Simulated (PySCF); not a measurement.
Gas-phase reaction: AlI + 2 HI → H2 + AlI3

Computed with PySCF and rigid-rotor harmonic-oscillator thermochemistry at 1 bar. Table values come from the NASA 1993 polynomials. † marks an energy on the PBE0/def2-TZVP geometry and frequencies. MP2 and CCSD(T) freeze the core. All species are closed-shell singlets. B3LYP is the form with VWN-RPA correlation. I: scalar-relativistic def2 core potential, no spin-orbit coupling. MP2 isn't extrapolated to the basis-set limit; its ΔH°(298 K) is -337.1 kJ in def2-SVP and -359.3 kJ in def2-TZVPP. CCSD(T) isn't extrapolated to the basis-set limit; its ΔH°(298 K) is -300.6 kJ in def2-SVP and -319.4 kJ in def2-TZVPP. The harmonic model lacks anharmonicity and excited electronic states, which grow with temperature; levels with a mode under 35 cm⁻¹ are left out. Soft modes under 120 cm⁻¹ make the harmonic entropy rough for AlI3. The table's entry may be an old estimate for AlI, AlI3 (not checked at source).

log10 K (1 bar standard state):

```json
[
 {"T (K)": "500", "table": "24.7", "B3LYP/def2-TZVP†": "22.5", "CCSD(T)/def2-TZVPP†": "25.3", "HF/def2-TZVP†": "23.9", "MP2/def2-TZVPP†": "29.4"},
 {"T (K)": "600", "table": "19.3", "B3LYP/def2-TZVP†": "17.5", "CCSD(T)/def2-TZVPP†": "19.8", "HF/def2-TZVP†": "18.6", "MP2/def2-TZVPP†": "23.2"},
 {"T (K)": "800", "table": "12.6", "B3LYP/def2-TZVP†": "11.2", "CCSD(T)/def2-TZVPP†": "12.9", "HF/def2-TZVP†": "12.1", "MP2/def2-TZVPP†": "15.5"},
 {"T (K)": "2000", "table": "0.6", "B3LYP/def2-TZVP†": "0.2", "CCSD(T)/def2-TZVPP†": "0.8", "HF/def2-TZVP†": "0.5", "MP2/def2-TZVPP†": "1.9"},
 {"T (K)": "2500", "table": "-0.9", "B3LYP/def2-TZVP†": "-1.3", "CCSD(T)/def2-TZVPP†": "-0.7", "HF/def2-TZVP†": "-1.0", "MP2/def2-TZVPP†": "0.1"}
]
```
Ten kJ in ΔG° is worth 1.04 decades in K at 500 K and 0.21 at 2500 K.
